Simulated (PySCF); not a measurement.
5-(5-fluoropyrimidin-2-yl)thiophene-2-carbaldehyde (C9H5FN2OS), SMILES O=Cc1ccc(-c2ncc(F)cn2)s1.

Coordinates come from a B3LYP-D3(BJ)/def2-SVP optimisation. The values are those of a single conformer.

The numbers are results of PBE/def2-SVP run with PySCF, not measurements.

```json
{
 "total_energy": "-1027.24651 hartree",
 "point_group": "Cs",
 "highest_occupied_level": "-5.74 eV",
 "lowest_empty_level": "-3.19 eV",
 "orbital_gap": "2.55 eV",
 "dipole_moment": "3.91 D",
 "quadrupole, principal values (traceless, Buckingham form, about the centre of nuclear charge)": "-17.59, -0.17, 17.76 D·Å",
 "mean_static_polarisability": "143.7 bohr³ (21.30 Å³)",
 "polarisability_principal_values": "54.1, 129.9, 247.2 bohr³"
}
```
